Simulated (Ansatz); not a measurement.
Born–Oppenheimer molecular dynamics of Cl3H3HfOSi (9 atoms, charge 0, multiplicity 1). It starts from a relaxed structure.

Method: Ansatz 0.2.0, RKS PBE/def2-SVP.

- ensemble: NVE (velocity Verlet)
- time step: 0.5 fs
- steps asked: 250
- starting velocities drawn for: 400 K
- seed: 35790

First frame:

```xyz
9
Properties=species:S:1:pos:R:3
Hf -0.204 -0.106 0.078
Cl -0.102 0.174 2.415
O 1.476 -0.814 -0.519
Si 2.957 -1.438 -1.056
H 2.684 -2.575 -1.997
H 3.710 -0.347 -1.760
H 3.732 -1.925 0.134
Cl -0.553 1.964 -0.991
Cl -1.900 -1.635 -0.502
```

**Question.** What does the run give?

**Answer.** All steps were run.

* steps done: 250
* time covered: 125 fs
* mean temperature over the second half: 163 K
* spread of the potential energy over the second half: 4.1 meV per atom
* mean potential energy of the second half above the start: 23.9 meV per atom

The conserved energy stayed within 0.03 meV per atom of its start (net change 0.016 meV per atom), so the integration is sound. A run of 0.12 ps of so small a system gives no equilibrium averages.

**Question.** What happens to the structure?

**Answer.** No bond is clearly made or broken; grazing contacts change: Hf1–Si4 3.61 → 3.54 Å. Pairs count as bonded within 1.25 times the sum of covalent radii (0.12 Å more for H–H). Another seed would give other details.

**Question.** How do temperature and energy run in time?

**Answer.** 
```json
{"time (fs)": "0", "T (K)": "400", "potential energy less start (eV)": "0.000", "conserved less start (meV/atom)": "0.00"}
{"time (fs)": "6", "T (K)": "298", "potential energy less start (eV)": "0.093", "conserved less start (meV/atom)": "0.02"}
{"time (fs)": "12", "T (K)": "224", "potential energy less start (eV)": "0.160", "conserved less start (meV/atom)": "0.03"}
{"time (fs)": "18", "T (K)": "282", "potential energy less start (eV)": "0.107", "conserved less start (meV/atom)": "0.01"}
{"time (fs)": "24", "T (K)": "252", "potential energy less start (eV)": "0.134", "conserved less start (meV/atom)": "0.02"}
{"time (fs)": "30", "T (K)": "214", "potential energy less start (eV)": "0.169", "conserved less start (meV/atom)": "0.01"}
{"time (fs)": "36", "T (K)": "231", "potential energy less start (eV)": "0.153", "conserved less start (meV/atom)": "0.01"}
{"time (fs)": "42", "T (K)": "225", "potential energy less start (eV)": "0.159", "conserved less start (meV/atom)": "0.02"}
{"time (fs)": "48", "T (K)": "231", "potential energy less start (eV)": "0.153", "conserved less start (meV/atom)": "0.02"}
{"time (fs)": "54", "T (K)": "227", "potential energy less start (eV)": "0.157", "conserved less start (meV/atom)": "0.01"}
{"time (fs)": "60", "T (K)": "133", "potential energy less start (eV)": "0.241", "conserved less start (meV/atom)": "0.02"}
{"time (fs)": "66", "T (K)": "125", "potential energy less start (eV)": "0.249", "conserved less start (meV/atom)": "0.02"}
{"time (fs)": "72", "T (K)": "224", "potential energy less start (eV)": "0.160", "conserved less start (meV/atom)": "0.01"}
{"time (fs)": "78", "T (K)": "171", "potential energy less start (eV)": "0.208", "conserved less start (meV/atom)": "0.02"}
{"time (fs)": "84", "T (K)": "135", "potential energy less start (eV)": "0.240", "conserved less start (meV/atom)": "0.02"}
{"time (fs)": "90", "T (K)": "217", "potential energy less start (eV)": "0.166", "conserved less start (meV/atom)": "0.01"}
{"time (fs)": "96", "T (K)": "205", "potential energy less start (eV)": "0.177", "conserved less start (meV/atom)": "0.01"}
{"time (fs)": "102", "T (K)": "113", "potential energy less start (eV)": "0.260", "conserved less start (meV/atom)": "0.03"}
{"time (fs)": "108", "T (K)": "119", "potential energy less start (eV)": "0.255", "conserved less start (meV/atom)": "0.02"}
{"time (fs)": "114", "T (K)": "140", "potential energy less start (eV)": "0.236", "conserved less start (meV/atom)": "0.01"}
{"time (fs)": "120", "T (K)": "168", "potential energy less start (eV)": "0.210", "conserved less start (meV/atom)": "0.02"}
```

Run time: 9.1 min on 4 threads of Arm Neoverse V1, on a shared host, peak memory 0.23 GiB.
